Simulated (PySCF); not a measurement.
The numbers are results of PBE-D3(BJ)/def2-TZVP // CAM-B3LYP-D3(BJ)/def2-TZVP (PySCF 2.14.0), not measurements. Isolated molecules, 0 K electronic values unless said otherwise. Excitations are Tamm–Dancoff values on a coarser integration grid. The basis has no diffuse functions, so Rydberg states are missing or too high.

Reference species (SMILES): `[GeH2]=[CH2]` (neutral, multiplicity 1).

| Quantity | Result |
|---|---|
| brightest of the four lowest singlets (TDA) | 5.68 eV |
| HOMO | -5.56 eV |
| dipole moment | 0.63 D |
| T1 excitation (TDA) | 2.62 eV |

Changed species: `[SnH2]=[CH2]`.

Task: Give the shifts of the brightest of the four lowest singlets (TDA), HOMO, dipole moment and T1 excitation (TDA).

Result: the brightest of the four lowest singlets (TDA) decreases by 0.79 eV, to 4.89 eV; the HOMO goes up by 0.32 eV, to -5.24 eV; the dipole moment rises by 0.16 D, to 0.79 D; the T1 excitation (TDA) decreases by 0.50 eV, to 2.12 eV.
